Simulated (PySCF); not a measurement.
## Scandium: a sound run and one with changed settings

Sound run: Sc [Ar] 3d1 4s2, Sc⁺ [Ar] 3d1 4s1. All numbers are calculated (PySCF 2.14, no relativity, point nucleus, in cc-pVTZ (7s6p4d2f1g, 68 functions)). In the sound run the correlated levels freeze [Ar]. The sound run starts from symmetry-adapted Hartree-Fock orbitals and uses a fine grid where one is needed.

Changed run: initial guess sap, at most 50 SCF cycles.

```
species  method  sound run (hartree)  changed run (hartree)  converged
     Sc     UHF           -759.73964             -759.73964        yes
     Sc  M06-2X           -760.61477             -760.61477        yes
     Sc     PBE           -760.39367             -760.39367        yes
     Sc     MP2           -759.76873             -759.76873        yes
    Sc⁺     UHF           -759.54259             -759.54259        yes
    Sc⁺  M06-2X           -760.36625             -760.34949        yes
    Sc⁺     PBE           -760.15421             -760.16250        yes
    Sc⁺     MP2           -759.54587             -759.54587        yes
```

Ionisation energy of Sc:

```tsv
method	sound run (eV)	changed run (eV)
UHF	5.362	5.362
MP2	6.064	6.064
SCS-MP2	6.210	6.210
```

The plain start fixes occupations by D2h representation alone, and Sc⁺ at M06-2X, Sc⁺ at PBE landed in another state (other ⟨L²⟩ or ⟨S²⟩). 

For comparison, NIST gives 6.561 eV between the lowest levels.
